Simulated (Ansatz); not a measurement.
Reaction (substitution at a C–Si bond): `[NH2][GaH][SiH2]C=O` + `C#CCO` → `C#CCOC=O` + `[NH2][GaH][SiH3]`

Calculated with Ansatz (gas phase, PBE0-D4/def2-TZVP geometries, no zero-point term in ΔE). CCSD(T)/CBS adds triple-zeta CCSD(T) − MP2 to the extrapolated MP2 energy (def2 sets, frozen cores). This one scheme is used for every species. DFT in def2-TZVPP. B3LYP here is the variant with VWN-RPA as its local correlation; programs differ in this. For Ga outer-core shells are correlated without core-valence functions, which leaves a few kJ/mol of doubt a bond. Scalar relativity is left out up to krypton. One conformer a species, not always the lowest.

| level | ΔE (kcal/mol) | difference from CCSD(T)/CBS |
| --- | --- | --- |
| r2SCAN-D4 | -16.3 | -2.3 |
| PBE0-D4 | -15.1 | -1.1 |
| B3LYP-D4 | -14.8 | -0.8 |
| ωB97M-V | -15.4 | -1.4 |
| B2PLYP | -15.5 | -1.5 |
| PBE | -14.5 | -0.5 |
| r2SCAN | -16.3 | -2.3 |
| PBE0 | -15.2 | -1.2 |
| B3LYP | -14.8 | -0.8 |
| HF/def2-TZVPP | -16.8 | -2.8 |
| SCS-MP2/def2-TZVPP | -15.4 | -1.4 |
| CCSD/def2-TZVPP | -15.0 | -1.0 |
| CCSD(T)/def2-TZVPP | -15.2 | -1.2 |
| HF/def2-QZVPP | -16.6 | -2.6 |
| HF/CBS(def2) | -16.6 | -2.6 |
| MP2/CBS(def2) | -14.6 | -0.6 |
| CCSD(T)/CBS | -14.0 | 0 |

Largest T1 diagnostic among the species: 0.016.

In def2-TZVPP, CCSD(T) changes the Hartree–Fock value by +1.6 kcal/mol (the triples alone add −0.3 kcal/mol) and MP2 by +1.0 kcal/mol.
